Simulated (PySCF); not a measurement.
Cd(NH2)(SMe) (CH₅CdNS), SMILES [NH2][Cd][S]C.

Geometry optimised at PBE0-D3(BJ)/def2-SVP. The structure was generated by enumeration; whether it is a known compound was not checked. The def2 effective core potentials stand for the cores of Cd; spin–orbit coupling is left out. One conformer was computed; it need not be the lowest.

Calculation: TDDFT-PBE/def2-SVPD run with PySCF.

Vertical excitations. The molecule is in vacuum. State labels are in the subgroup Cs.

Computed excitation energies, oscillator strengths and character:
```json
[
 {"state": "S1", "symmetry": "A\"", "energy (eV)": "3.82", "λ (nm)": "325", "f": "0.011", "main pairs": "HOMO→LUMO 100 %"},
 {"state": "S2", "symmetry": "A'", "energy (eV)": "4.20", "λ (nm)": "295", "f": "0.030", "main pairs": "HOMO−1→LUMO 88 %"},
 {"state": "S3", "symmetry": "A\"", "energy (eV)": "4.33", "λ (nm)": "287", "f": "0.000", "main pairs": "HOMO→LUMO+1 99 %"},
 {"state": "S4", "symmetry": "A'", "energy (eV)": "4.73", "λ (nm)": "262", "f": "0.009", "main pairs": "HOMO→LUMO+2 82 %, HOMO−2→LUMO 16 %"},
 {"state": "S5", "symmetry": "A\"", "energy (eV)": "4.81", "λ (nm)": "258", "f": "0.003", "main pairs": "HOMO−1→LUMO+2 100 %"},
 {"state": "S6", "symmetry": "A'", "energy (eV)": "4.87", "λ (nm)": "255", "f": "0.036", "main pairs": "HOMO−1→LUMO+1 84 %"},
 {"state": "S7", "symmetry": "A'", "energy (eV)": "5.55", "λ (nm)": "223", "f": "0.171", "main pairs": "HOMO−2→LUMO 50 %, HOMO−2→LUMO+1 38 %"},
 {"state": "S8", "symmetry": "A'", "energy (eV)": "5.83", "λ (nm)": "213", "f": "0.206", "main pairs": "HOMO−2→LUMO+1 59 %, HOMO−2→LUMO 25 %"},
 {"state": "S9", "symmetry": "A\"", "energy (eV)": "5.94", "λ (nm)": "209", "f": "0.000", "main pairs": "HOMO−2→LUMO+2 42 %, HOMO→LUMO+3 39 %, HOMO→LUMO+4 19 %"},
 {"state": "S10", "symmetry": "A\"", "energy (eV)": "5.96", "λ (nm)": "208", "f": "0.034", "main pairs": "HOMO−2→LUMO+2 54 %, HOMO→LUMO+3 43 %"},
 {"state": "T1", "symmetry": "A\"", "energy (eV)": "3.52", "λ (nm)": "352", "f": "0", "main pairs": "HOMO→LUMO 100 %"},
 {"state": "T2", "symmetry": "A'", "energy (eV)": "3.65", "λ (nm)": "340", "f": "0", "main pairs": "HOMO−1→LUMO 97 %"},
 {"state": "T3", "symmetry": "A\"", "energy (eV)": "4.16", "λ (nm)": "298", "f": "0", "main pairs": "HOMO→LUMO+1 99 %"},
 {"state": "T4", "symmetry": "A'", "energy (eV)": "4.33", "λ (nm)": "286", "f": "0", "main pairs": "HOMO−1→LUMO+1 48 %, HOMO→LUMO+2 47 %"}
]
```
Triplets are in the Tamm–Dancoff approximation, which puts them higher than full response would, so one can lie above its singlet here.
